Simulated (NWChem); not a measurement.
## Lowest excitation of Cl₂Si

```
Si
Cl 1 2.1112
Cl 1 2.1112 2 101.95
```
Charge 0, spin multiplicity 1.

Program: NWChem. All single points use one geometry, from PBE/def2-SVP, a minimum by its harmonic frequencies.

Basis set: aug-cc-pVDZ.

The correlated methods keep 15 core orbitals frozen. B3LYP has NWChem's definition, with VWN1-RPA local correlation. The structure started from a generated list of species. No row is a measurement; the coupled-cluster row has its own basis-set and correlation limits.

Q: One of these methods gave a lowest vertical singlet excitation energy of 3.60 eV. Which?
(A) TD-B3LYP
(B) TD-LDA (SVWN5)
(C) EOM-CCSD
(D) CIS

A: B, TD-LDA (SVWN5). The others give 3.96 (EOM-CCSD), 3.76 (TD-B3LYP), 4.25 (CIS).
